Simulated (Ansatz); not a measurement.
## A reaction path, image by image

GeNH5, singlet, from a complex of GeNH₃ ([NH2][GeH]) + H₂ to GeNH₅ ([NH3][GeH2]); PBE0-D4/def2-SVP (Ansatz 0.2.0). Settings:

```yaml
hamiltonian: {xc: pbe0, dispersion: d4}
neb:
  images: 5
  climbing: true
  max_iterations: 25
  initial_path: idpp
  spring: 10.0
```

First end:

Ge1  (-0.695, -0.116, 1.005)
N2  (1.083, -0.411, 0.783)
H3  (-1.391, 0.427, -1.879)
H4  (-1.670, -0.267, -1.878)
H5  (-0.580, 1.415, 0.548)
H6  (1.497, -1.313, 0.957)
H7  (1.756, 0.266, 0.464)
(Å)

Second end:

Ge1  (-0.885, -0.179, 1.142)
N2  (0.761, -0.110, -0.277)
H3  (0.449, 0.304, -1.147)
H4  (-1.769, -0.747, -0.063)
H5  (-1.185, 1.333, 0.715)
H6  (1.105, -1.044, -0.465)
H7  (1.524, 0.443, 0.093)
(Å)

The ends were relaxed with PBE0-D4 in triple zeta, so they are not quite minima here (largest force components 0.48 and 0.25 eV/Å).

Energies along the converged band: It took 14 iterations. Path lengths are measured after rigid turns and shifts between images are taken out.
```
       image  path length (Å)  energy (kJ/mol)
           0             0.00              0.0
           1             1.01             -0.3
           2             2.02              8.3
3 (climbing)             3.03             91.1
           4             3.71            -32.4
           5             4.38            -61.0
           6             5.06            -62.3
```
Energies count from the first end.

The images between the ends:
Image 1:
```json
{"atom": "Ge1", "x (Å)": "-0.6970", "y (Å)": "-0.0507", "z (Å)": "1.3272"}
{"atom": "N2", "x (Å)": "0.9966", "y (Å)": "-0.2919", "z (Å)": "0.7177"}
{"atom": "H3", "x (Å)": "-0.9637", "y (Å)": "-0.2519", "z (Å)": "-1.8887"}
{"atom": "H4", "x (Å)": "-1.6737", "y (Å)": "-0.1207", "z (Å)": "-2.1312"}
{"atom": "H5", "x (Å)": "-0.7189", "y (Å)": "1.4890", "z (Å)": "0.8861"}
{"atom": "H6", "x (Å)": "1.4695", "y (Å)": "-1.1860", "z (Å)": "0.8006"}
{"atom": "H7", "x (Å)": "1.5872", "y (Å)": "0.4120", "z (Å)": "0.2882"}
```

Image 2:
```json
{"atom": "Ge1", "x (Å)": "-0.8405", "y (Å)": "-0.1219", "z (Å)": "1.0417"}
{"atom": "N2", "x (Å)": "0.9051", "y (Å)": "-0.2522", "z (Å)": "0.5336"}
{"atom": "H3", "x (Å)": "-0.6429", "y (Å)": "-0.2344", "z (Å)": "-1.3913"}
{"atom": "H4", "x (Å)": "-1.3769", "y (Å)": "-0.1890", "z (Å)": "-1.5989"}
{"atom": "H5", "x (Å)": "-0.9184", "y (Å)": "1.4414", "z (Å)": "0.7022"}
{"atom": "H6", "x (Å)": "1.3869", "y (Å)": "-1.1441", "z (Å)": "0.5306"}
{"atom": "H7", "x (Å)": "1.4867", "y (Å)": "0.5000", "z (Å)": "0.1820"}
```

Image 3:
```json
{"atom": "Ge1", "x (Å)": "-1.0326", "y (Å)": "-0.1702", "z (Å)": "0.8042"}
{"atom": "N2", "x (Å)": "0.8286", "y (Å)": "-0.2577", "z (Å)": "0.0667"}
{"atom": "H3", "x (Å)": "-0.2959", "y (Å)": "-0.2267", "z (Å)": "-0.9170"}
{"atom": "H4", "x (Å)": "-1.2332", "y (Å)": "-0.2093", "z (Å)": "-1.0639"}
{"atom": "H5", "x (Å)": "-1.0404", "y (Å)": "1.4179", "z (Å)": "0.6606"}
{"atom": "H6", "x (Å)": "1.3444", "y (Å)": "-1.1087", "z (Å)": "0.2746"}
{"atom": "H7", "x (Å)": "1.4291", "y (Å)": "0.5545", "z (Å)": "0.1748"}
```

Image 4:
```json
{"atom": "Ge1", "x (Å)": "-1.1445", "y (Å)": "-0.2217", "z (Å)": "0.8640"}
{"atom": "N2", "x (Å)": "0.7983", "y (Å)": "-0.2135", "z (Å)": "-0.0629"}
{"atom": "H3", "x (Å)": "0.1937", "y (Å)": "-0.2366", "z (Å)": "-0.9026"}
{"atom": "H4", "x (Å)": "-1.5108", "y (Å)": "-0.2878", "z (Å)": "-0.7432"}
{"atom": "H5", "x (Å)": "-1.0732", "y (Å)": "1.3715", "z (Å)": "0.7796"}
{"atom": "H6", "x (Å)": "1.3751", "y (Å)": "-1.0424", "z (Å)": "0.0613"}
{"atom": "H7", "x (Å)": "1.3613", "y (Å)": "0.6304", "z (Å)": "0.0039"}
```

Image 5:
```json
{"atom": "Ge1", "x (Å)": "-1.0419", "y (Å)": "-0.2513", "z (Å)": "1.0079"}
{"atom": "N2", "x (Å)": "0.7765", "y (Å)": "-0.1621", "z (Å)": "-0.2051"}
{"atom": "H3", "x (Å)": "0.5041", "y (Å)": "-0.0404", "z (Å)": "-1.1785"}
{"atom": "H4", "x (Å)": "-1.8154", "y (Å)": "-0.5020", "z (Å)": "-0.3721"}
{"atom": "H5", "x (Å)": "-1.1194", "y (Å)": "1.3357", "z (Å)": "0.8142"}
{"atom": "H6", "x (Å)": "1.3371", "y (Å)": "-1.0097", "z (Å)": "-0.1303"}
{"atom": "H7", "x (Å)": "1.3590", "y (Å)": "0.6296", "z (Å)": "0.0638"}
```

The band counts as converged below 0.05 eV/Å. The run took about 120 s on 2 CPU threads of an Arm Neoverse V1 (shared host).
